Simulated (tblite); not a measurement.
Compound: C₈H₁₂.
Bonds: C1–C2 (triple), C2–C3, C3–C4, C4–C5, C4–C6 (double), C6–C7, C6–C8. Hydrogens: H9 on C1; H10, H11 on C3; H12, H13, H14 on C5; H15, H16, H17 on C7; H18, H19, H20 on C8.

Computed with GFN2-xTB (tblite), gas phase: Langevin dynamics at 600 K from the optimised GFN2-xTB geometry, time step 0.5 fs, friction 0.01 fs⁻¹, 2000 steps. The instantaneous temperature is 2·E(kin)/(3Nk) with all 3N coordinates.

| t (fs) | T (K) | E(pot) above start (eV) | C1≡C2 (Å) | C2–C3 (Å) | C3–C4 (Å) | C4–C5 (Å) | C4=C6 (Å) | C1–H9 (Å) | C2–C3–C4–C5 (°) |
| --- | --- | --- | --- | --- | --- | --- | --- | --- | --- |
| 0 | 493 | 0.000 | 1.197 | 1.451 | 1.515 | 1.502 | 1.332 | 1.049 | 90 |
| 25 | 405 | 0.832 | 1.172 | 1.503 | 1.557 | 1.535 | 1.290 | 1.063 | 84 |
| 50 | 423 | 0.872 | 1.209 | 1.474 | 1.496 | 1.484 | 1.384 | 1.082 | 82 |
| 75 | 344 | 1.081 | 1.225 | 1.417 | 1.458 | 1.499 | 1.381 | 1.035 | 83 |
| 100 | 496 | 0.903 | 1.195 | 1.501 | 1.536 | 1.533 | 1.281 | 1.075 | 66 |
| 125 | 416 | 1.357 | 1.178 | 1.517 | 1.510 | 1.484 | 1.336 | 1.009 | 58 |
| 150 | 410 | 1.292 | 1.215 | 1.460 | 1.492 | 1.484 | 1.351 | 1.055 | 59 |
| 175 | 550 | 0.946 | 1.207 | 1.469 | 1.543 | 1.523 | 1.322 | 1.090 | 63 |
| 200 | 534 | 1.078 | 1.181 | 1.512 | 1.585 | 1.464 | 1.323 | 1.022 | 66 |
| 225 | 470 | 0.988 | 1.211 | 1.405 | 1.540 | 1.453 | 1.353 | 1.088 | 54 |
| 250 | 442 | 1.145 | 1.205 | 1.406 | 1.551 | 1.485 | 1.334 | 0.992 | 38 |
| 275 | 538 | 1.394 | 1.167 | 1.458 | 1.549 | 1.491 | 1.357 | 1.063 | 51 |
| 300 | 571 | 1.090 | 1.207 | 1.473 | 1.488 | 1.523 | 1.336 | 1.059 | 57 |
| 325 | 505 | 1.412 | 1.232 | 1.461 | 1.568 | 1.559 | 1.321 | 1.102 | 42 |
| 350 | 596 | 1.292 | 1.177 | 1.460 | 1.464 | 1.516 | 1.356 | 0.991 | 45 |
| 375 | 570 | 1.040 | 1.212 | 1.427 | 1.488 | 1.549 | 1.379 | 1.109 | 39 |
| 400 | 581 | 0.862 | 1.229 | 1.479 | 1.461 | 1.530 | 1.317 | 1.031 | 35 |
| 425 | 428 | 1.162 | 1.182 | 1.483 | 1.578 | 1.516 | 1.341 | 1.071 | 49 |
| 450 | 526 | 1.416 | 1.203 | 1.411 | 1.532 | 1.541 | 1.332 | 1.016 | 37 |
| 475 | 511 | 0.984 | 1.207 | 1.456 | 1.452 | 1.545 | 1.346 | 1.071 | 33 |
| 500 | 382 | 1.008 | 1.200 | 1.524 | 1.539 | 1.532 | 1.325 | 1.045 | 48 |
| 525 | 634 | 0.748 | 1.198 | 1.457 | 1.500 | 1.559 | 1.317 | 1.073 | 60 |
| 550 | 443 | 1.366 | 1.195 | 1.435 | 1.499 | 1.493 | 1.372 | 1.060 | 49 |
| 575 | 552 | 1.052 | 1.206 | 1.424 | 1.511 | 1.497 | 1.302 | 1.072 | 57 |
| 600 | 638 | 1.145 | 1.199 | 1.443 | 1.561 | 1.548 | 1.321 | 1.039 | 74 |
| 625 | 664 | 1.429 | 1.185 | 1.470 | 1.556 | 1.447 | 1.413 | 1.056 | 81 |
| 650 | 654 | 1.748 | 1.197 | 1.451 | 1.549 | 1.468 | 1.361 | 1.049 | 61 |
| 675 | 840 | 1.452 | 1.219 | 1.411 | 1.664 | 1.544 | 1.299 | 1.089 | 76 |
| 700 | 769 | 1.421 | 1.211 | 1.422 | 1.513 | 1.485 | 1.298 | 1.006 | 75 |
| 725 | 886 | 1.712 | 1.178 | 1.431 | 1.524 | 1.530 | 1.411 | 1.090 | 86 |
| 750 | 807 | 1.996 | 1.196 | 1.516 | 1.471 | 1.487 | 1.325 | 1.010 | 98 |
| 775 | 747 | 1.808 | 1.202 | 1.444 | 1.588 | 1.597 | 1.309 | 1.101 | 100 |
| 800 | 799 | 1.156 | 1.195 | 1.406 | 1.531 | 1.506 | 1.360 | 1.030 | 105 |
| 825 | 854 | 1.064 | 1.185 | 1.519 | 1.548 | 1.488 | 1.359 | 1.083 | 104 |
| 850 | 823 | 1.395 | 1.227 | 1.502 | 1.536 | 1.528 | 1.334 | 1.031 | 108 |
| 875 | 634 | 1.832 | 1.229 | 1.407 | 1.528 | 1.466 | 1.327 | 1.109 | 115 |
| 900 | 594 | 1.482 | 1.166 | 1.452 | 1.591 | 1.526 | 1.398 | 1.014 | 106 |
| 925 | 720 | 1.230 | 1.194 | 1.492 | 1.513 | 1.506 | 1.363 | 1.068 | 101 |
| 950 | 648 | 1.519 | 1.227 | 1.508 | 1.497 | 1.493 | 1.283 | 1.099 | 101 |
| 975 | 568 | 1.299 | 1.224 | 1.449 | 1.504 | 1.524 | 1.337 | 1.025 | 113 |
| 1000 | 644 | 0.994 | 1.176 | 1.498 | 1.488 | 1.538 | 1.372 | 1.125 | 104 |

**Question.** From 500 fs on, how do temperature and potential energy compare with equipartition?

**Answer.** The mean temperature of these 21 frames is 681 K against the target 600 K, and the mean potential energy 1.37 eV against 54 × kT/2 = 1.40 eV for 54 classical harmonic modes. For 20 atoms in a canonical ensemble the temperature itself scatters by T·√(2/(3N)) = 110 K; here its standard deviation is 130 K. The whole run lasts only 10 friction times of 100 fs, so these averages carry a wide statistical error.

**Question.** What are the kinetic and total energies of the listed frame with the highest potential energy?

**Answer.** The one at 750 fs, 1.996 eV above the start. Its kinetic energy is 3NkT/2 = 2.085 eV at 807 K, so the sum is 4.08 eV; over the listed frames the sum runs from 1.27 to 4.08 eV, since the thermostat adds and removes energy.

**Question.** How much do the listed bonds fluctuate from 500 fs on?

**Answer.** 
```json
{"bond": "C1≡C2", "at the start (Å)": "1.197", "mean (Å)": "1.201", "standard deviation (Å)": "0.017"}
{"bond": "C2–C3", "at the start (Å)": "1.451", "mean (Å)": "1.460", "standard deviation (Å)": "0.038"}
{"bond": "C3–C4", "at the start (Å)": "1.515", "mean (Å)": "1.534", "standard deviation (Å)": "0.042"}
{"bond": "C4–C5", "at the start (Å)": "1.502", "mean (Å)": "1.512", "standard deviation (Å)": "0.034"}
{"bond": "C4=C6", "at the start (Å)": "1.332", "mean (Å)": "1.342", "standard deviation (Å)": "0.036"}
{"bond": "C1–H9", "at the start (Å)": "1.049", "mean (Å)": "1.061", "standard deviation (Å)": "0.034"}
```

The motion is classical and holds no zero-point motion.

What follows is the cost of the whole dynamics run. On one thread of an Intel Xeon 6975P-C (shared host), this took 15 s and 0.19 GiB of memory at its peak.
